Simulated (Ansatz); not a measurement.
Total energies of B(CN)3 (BC₃N₃) from Ansatz at PBE0-D4/def2-TZVP, gas phase (1 Eh = 27.2114 eV = 2625.5 kJ/mol). The reference geometry is relaxed at B3LYP-D4/def2-SVP.

Cartesian coordinates in Å:
```
B 0.000 -0.001 0.000
C -1.414 -0.424 0.401
N -2.488 -0.746 0.707
C 0.279 0.477 -1.426
N 0.492 0.842 -2.509
C 1.134 -0.054 1.024
N 1.996 -0.094 1.803
```

```tsv
state	geometry	energy (Eh)
charge 0 singlet	reference	-303.12394
charge 1 doublet	reference	-302.64497
charge 1 doublet	relaxed at B3LYP-D4/def2-SVP	-302.64505
free B atom (doublet)	–	-24.61828
free C atom (triplet)	–	-37.80537
free N atom (quartet)	–	-54.54382
```

(1) Work out the vertical ionisation energy to the doublet.

(2) How much does the charge 1 doublet relax, and what is the adiabatic ionisation energy?

(3) What is the binding energy per atom against free atoms?

(1) E(charge 1 doublet) − E(charge 0 singlet) = -302.64497 − (-303.12394) = 0.47897 Eh = 13.03 eV. For comparison, −ε of the highest occupied level is 10.99 eV at this level, 2.04 eV less.

(2) Relaxation: -302.64497 − (-302.64505) = 0.00008 Eh = 0.00 eV. Adiabatic ionisation energy: 0.47889 Eh = 13.03 eV, without zero-point energy. 

(3) Atoms: 1 × (-24.61828) + 3 × (-37.80537) + 3 × (-54.54382) = -301.66585 Eh. Binding: -301.66585 − (-303.12394) = 1.45809 Eh = 39.68 eV, or 5.67 eV for each of 7 atoms (no zero-point energy, no counterpoise term).
